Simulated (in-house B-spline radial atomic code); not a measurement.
**Response and correlation of Yb III (Yb2+)**

Closed shell [Xe] 4f14. Computed with an all-electron radial atomic-structure program (B-spline basis): Dirac-Hartree-Fock, relativistic RPA (time-dependent Dirac-Hartree-Fock) for the response and second-order many-body perturbation theory for correlation, no-pair Dirac-Coulomb Hamiltonian, finite nucleus.

```csv
"multipole (bohr³, bohr⁵, bohr⁷)",uncoupled,coupled RPA
dipole,7.449,6.3859
quadrupole,11.054,13.93
octupole,74.469,?
```

Q: What is the coupled octupole polarisability?

A: 113.93 atomic units, +53 % against the uncoupled value.

Q: Which subshells carry the dipole polarisability?

A: 5p3/2 41.9 %, 4f7/2 30.0 %, 4f5/2 15.7 %.

Q: What does the dipole shielding factor come to?

A: The dipole shielding factor is 0.972, against the exact N/Z = 68/70 = 0.971 of the non-relativistic theorem.

Dipole polarisability at imaginary frequency:

```json
{"u (Eh)": "0", "α(iu) (bohr³)": "6.386"}
{"u (Eh)": "0.26", "α(iu) (bohr³)": "5.547"}
{"u (Eh)": "0.779", "α(iu) (bohr³)": "3.916"}
{"u (Eh)": "1.56", "α(iu) (bohr³)": "2.373"}
{"u (Eh)": "2.6", "α(iu) (bohr³)": "1.373"}
{"u (Eh)": "5.2", "α(iu) (bohr³)": "0.5644"}
{"u (Eh)": "10.4", "α(iu) (bohr³)": "0.2105"}
{"u (Eh)": "26", "α(iu) (bohr³)": "0.04988"}
```

Q: What dispersion coefficients follow for two such ions (the dispersion part alone)?

A: C6 = (3/π)∫α(iu)²du = 33.36 hartree·bohr⁶ and C8 = 426.3 hartree·bohr⁸.

Lowest J = 1 odd-parity excitations:

| energy (eV) | oscillator strength | leading channel | weight |
| --- | --- | --- | --- |
| 5.7124 | 0.0077 | 4f7/2 → d5/2 | 0.614 |
| 7.5047 | 0.0087 | 4f5/2 → d5/2 | 0.797 |
| 8.0373 | 0.0991 | 4f5/2 → d3/2 | 0.779 |
| 17.899 | 0.000477 | 4f7/2 → d5/2 | 0.987 |
| 19.352 | 0.000307 | 4f5/2 → d5/2 | 0.5 |
| 19.44 | 0.000307 | 4f5/2 → d3/2 | 0.503 |
| 21.68 | 0.00206 | 4f7/2 → d5/2 | 0.994 |
| 22.481 | 0.00173 | 4f7/2 → g9/2 | 0.573 |

Second-order correlation energy by the highest angular momentum of the excited pair (hartree): s -0.02964, p -0.2658, d -0.9379, f -1.881, g -1.226, h -0.4138, i -0.1896, k -0.0932.

Q: What is the second-order correlation energy at the partial-wave limit?

A: The listed waves sum to -5.0366 hartree; extrapolating the increments as (l + 1/2)⁻⁴ gives -5.2271 hartree, -2.09 eV per electron.
